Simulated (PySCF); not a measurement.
**Shifts of the heteroatoms**

Bonds (- single, = double, # triple, : aromatic): Si1-O2, O2-Si3, Si3-O4, O4-C5, C5-Si6, Si6-P7. Si1 carries H8, H9, H10; Si3 carries H11, H12; C5 carries H13, H14; Si6 carries H15, H16; P7 carries H17, H18.

- σ from GIAO-PBE0/pcSseg-1
- GFN2-xTB geometry
- code: PySCF 2.14
- averaged over atoms made equivalent by symmetry, fast rotation or ring inversion, no relativistic terms, one conformer, no solvent model

Problem. Where does ³¹P resonate?

Solution. 
| atoms | environment | σ (ppm) | δ (ppm) |
| --- | --- | --- | --- |
| P7 | phosphorus bonded to Si, 2 H | 632.4 | -253.8 |

Shieldings were converted by a linear fit to measured shifts: ³¹P (scatter 18.1 ppm rms vs H3PO4, solution or neat liquid). Occasional misses reach two or three times the rms, and more in compound classes unlike the fitted ones.

On a 500 MHz spectrometer ³¹P resonates near 202.4 MHz, so 1 ppm is 202.4 Hz.

Problem. What are the ²⁹Si shifts?

Solution. 
```json
{"atoms": "Si3", "environment": "silicon bonded to 2 O, 2 H", "σ (ppm)": "391.8", "δ (ppm)": "-42.1"}
{"atoms": "Si1", "environment": "silicon bonded to O, 3 H", "σ (ppm)": "397.5", "δ (ppm)": "-46.7"}
{"atoms": "Si6", "environment": "silicon bonded to C, P, 2 H", "σ (ppm)": "397.7", "δ (ppm)": "-46.9"}
```

Shieldings were converted by a linear fit to measured shifts: ²⁹Si: δ = 279.94 − 0.822σ (rms 8.9 ppm, 72 shifts, 25.8 ppm with the 6 outliers that the fit left out vs TMS, solution or neat liquid). Occasional misses reach two or three times the rms, and more in compound classes unlike the fitted ones.

On a 400 MHz spectrometer ²⁹Si resonates near 79.5 MHz, so 1 ppm is 79.5 Hz.

Problem. Where does ¹⁷O resonate?

Solution. 
```
atoms             environment  σ (ppm)  δ (ppm)
   O4  oxygen bonded to C, Si    291.3      1.3
   O2   oxygen bonded to 2 Si    294.3     -1.3
```

Shieldings were converted by a linear fit to measured shifts: ¹⁷O (scatter 10.7 ppm rms, 12.2 ppm with the 3 outliers that the fit left out vs liquid water, solution or neat liquid). Occasional misses reach two or three times the rms, and more in compound classes unlike the fitted ones.

On a 300 MHz spectrometer ¹⁷O resonates near 40.7 MHz, so 1 ppm is 40.7 Hz.
